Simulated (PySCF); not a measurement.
Isomers of C5H7ClN2Si, one GFN2-xTB conformer each. Single-point energies are computed at CAM-B3LYP/def2-SVPD (PySCF, gas phase, no added dispersion term), electronic only.

| SMILES | GFN2-xTB relative energy (kcal/mol) |
| --- | --- |
| C=Cc1cc(Cl)n([SiH3])n1 | 27.4 |
| C=NC[Si@@H](Cl)/C=C/C#N | 71.0 |
| N#CCC[Si@@H](Cl)CC#N | 51.3 |
| C=Nc1ccn([SiH2]Cl)c1 | 0.0 |
| Cc1cnnc([SiH3])c1Cl | 43.2 |
| C=NC[Si@H](Cl)/C=C\C#N | 72.1 |
| C=C[Si@@H](Cl)n1cccn1 | 20.6 |

Conformers: `[CH2:1]=[CH:2][c:3]1[cH:4][c:5]([Cl:6])[n:7]([SiH3:8])[n:9]1` with C1–C2–C3–C4 1°; `[CH2:1]=[N:2][CH2:3][Si@@H:4]([Cl:5])/[CH:6]=[CH:7]/[C:8]#[N:9]` with C1–N2–C3–Si4 -110°, N2–C3–Si4–Cl5 -174°, C3–Si4–C6–C7 24°; `[N:1]#[C:2][CH2:3][CH2:4][Si@@H:5]([Cl:6])[CH2:7][C:8]#[N:9]` with C2–C3–C4–Si5 -59°, C3–C4–Si5–Cl6 -37°, C4–Si5–C7–C8 58°; `[CH2:1]=[N:2][c:3]1[cH:4][cH:5][n:6]([SiH2:7][Cl:8])[cH:9]1` with C1–N2–C3–C4 -12°, C5–N6–Si7–Cl8 166°; `[CH2:1]=[N:2][CH2:3][Si@H:4]([Cl:5])/[CH:6]=[CH:7]\[C:8]#[N:9]` with C1–N2–C3–Si4 -114°, N2–C3–Si4–Cl5 178°, C3–Si4–C6–C7 45°; `[CH2:1]=[CH:2][Si@@H:3]([Cl:4])[n:5]1[cH:6][cH:7][cH:8][n:9]1` with C1–C2–Si3–Cl4 29°, C2–Si3–N5–C6 -144°.

Question: What does CAM-B3LYP/def2-SVPD give for the same structures?

Answer: 
| SMILES | CAM-B3LYP/def2-SVPD E (Eh) | CAM-B3LYP/def2-SVPD (kcal/mol) | GFN2-xTB (kcal/mol) | point group |
| --- | --- | --- | --- | --- |
| C=C[Si@@H](Cl)n1cccn1 | -1053.39457 | 0.0 | 20.6 | C1 |
| N#CCC[Si@@H](Cl)CC#N | -1053.39324 | 0.8 | 51.3 | C1 |
| C=Nc1ccn([SiH2]Cl)c1 | -1053.39197 | 1.6 | 0.0 | C1 |
| C=NC[Si@@H](Cl)/C=C/C#N | -1053.34884 | 28.7 | 71.0 | C1 |
| C=NC[Si@H](Cl)/C=C\C#N | -1053.34602 | 30.5 | 72.1 | C1 |
| C=Cc1cc(Cl)n([SiH3])n1 | -1053.33137 | 39.7 | 27.4 | – |
| Cc1cnnc([SiH3])c1Cl | -1053.31509 | 49.9 | 43.2 | Cs |

GFN2-xTB puts C=Nc1ccn([SiH2]Cl)c1 lowest instead; measured from each level's own lowest isomer, the values differ by up to 50.5 kcal/mol (N#CCC[Si@@H](Cl)CC#N: 51.3 against 0.8). As drawn, the lowest has a C=C bond outside aromatic rings, which the highest lacks. Neighbours under 2.5 kcal/mol apart (C=C[Si@@H](Cl)n1cccn1 and N#CCC[Si@@H](Cl)CC#N; N#CCC[Si@@H](Cl)CC#N and C=Nc1ccn([SiH2]Cl)c1; C=NC[Si@@H](Cl)/C=C/C#N and C=NC[Si@H](Cl)/C=C\C#N) can change places with a better method, another conformer or zero-point energy. C=NC[Si@@H](Cl)/C=C/C#N and C=NC[Si@H](Cl)/C=C\C#N are stereoisomers, 1.8 kcal/mol apart in the conformers taken.

Question: Which frontier levels, dipoles and rotational constants go with these structures?

Answer: 
```csv
SMILES,"HOMO (eV, CAM-B3LYP/def2-SVPD)",LUMO (eV),dipole (D),"A, B, C (MHz)"
C=C[Si@@H](Cl)n1cccn1,-8.65,0.27,0.55,"2013, 857.9, 640.2"
N#CCC[Si@@H](Cl)CC#N,-10.30,0.49,4.77,"1265, 961.0, 717.2"
C=Nc1ccn([SiH2]Cl)c1,-7.49,0.32,2.53,"3001, 596.0, 502.9"
C=NC[Si@@H](Cl)/C=C/C#N,-9.32,-0.93,5.32,"1214, 746.5, 483.7"
C=NC[Si@H](Cl)/C=C\C#N,-8.93,-1.23,2.98,"1332, 970.2, 742.2"
C=Cc1cc(Cl)n([SiH3])n1,-8.03,0.37,0.89,"2064, 782.5, 571.1"
Cc1cnnc([SiH3])c1Cl,-8.18,-0.48,3.63,"1556, 1167, 674.7"
```
